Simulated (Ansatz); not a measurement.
Cartesian coordinates in Å:
```
C 1.148 0.968 0.052
Se 1.070 -0.958 -0.311
Ga -1.194 -1.234 -0.098
Cl -2.458 0.421 0.372
Cl -2.124 -3.130 -0.356
H 0.774 1.182 1.049
H 2.202 1.233 -0.013
H 0.582 1.517 -0.695
```

The species carries charge 0 and has multiplicity 1.

Q: List the ωB97M-V/def2-TZVPP orbital energies in eV (the Gaussian-basis code of Ansatz). (An estimate is asked.)

A: The calculation gave: Occupied: -12368.58, -10155.10, -2772.01, -2771.97, -1588.87, -1423.63, -1423.60, -1423.56, -1258.53, -1112.72, -1112.62, -1112.62, -282.61, -262.39, -262.35, -218.30, -199.85, -199.82, -199.75, -199.73, -199.71, -199.69, -161.25, -161.15, -161.00, -155.96, -108.42, -108.24, -108.21, -61.15, -61.14, -61.00, -60.93, -60.91, -27.70, -27.65, -27.42, -27.42, -27.40, -25.51, -25.05, -24.21, -20.72, -15.66, -14.90, -14.80, -13.16, -12.55, -12.21, -11.98, -11.64, -11.43, -10.69, -9.51. Lowest empty: 0.40, 0.52, 1.51, 3.09, 3.62, 3.94, 4.23, 4.44.
